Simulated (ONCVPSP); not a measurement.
**fluorine (F): one change to an ONCV potential, before and after**

- Element: fluorine (F)
- Generator: ONCVPSP 4.0.1
- Type: optimised norm-conserving Vanderbilt (ONCV)
- Functional: PBE
- Relativity: non-relativistic
- Frozen core: [He]
- Valence charge: 7
- Reference configuration: 2s1 2p6
- Partial waves: 2s: rc 0.65 bohr, ncon 4, nbas 9, qcut 9.2 1/bohr, local; 2p: rc 1.40 bohr, ncon 3, nbas 7, qcut 10.2 1/bohr, 2 projectors, debl 0.9 Ha
- Local potential: the s channel
- Core correction: Teter function fitted to the true core (icmod 2), fcfact 0.35

Change: all radii but the core radius scaled by about 1.20 (s 0.78, p 1.68 bohr).

Cutoffs: the cutoffs (Ha) at which the residual kinetic energy of the hardest occupied pseudo-wave falls to 1 and 0.1 mHa per electron; they do not see the model core or the augmentation charge, which bear on the density cutoff. Errors are all-electron minus pseudo energies relative to the spin-unpolarised reference configuration.

How do hardness, ghosts and transferability respond?

The potential gets softer (97 Ha and 486 Ha → 50 Ha and 342 Ha); of the 4 tests that both files solve, the error grows in 3 and shrinks in 1 by more than 15 % and 0.3 meV (median size 91.3 → 132.4 meV); neither file shows a bound ghost. A larger radius leaves more room for a smooth pseudo-wave, so fewer plane waves are needed.

| quantity | base | changed |
| --- | --- | --- |
| cutoff, loose | 97 Ha | 50 Ha |
| cutoff, tight | 486 Ha | 342 Ha |
| loose cutoff by channel | s 97 Ha, p 35 Ha | s 50 Ha, p 30 Ha |
| bound ghosts | none | none |
| GHOST(+) flags under 300 eV | none | none |
| error for 2s2 2p5, meV [ΔE -18.72 eV] | +13 | +6.7 |
| error for 2s2 2p4, meV [ΔE 0.68 eV] | +131 | +196 |
| error for 2s2 2p3, meV [ΔE 39.07 eV] | +512 | +803 |
| error for 2s2 2p4.5, meV [ΔE -11.17 eV] | +52 | +69 |
| rms error of d²Exc/dni dnj with the model core, mHa | 1.93 | 1.97 |
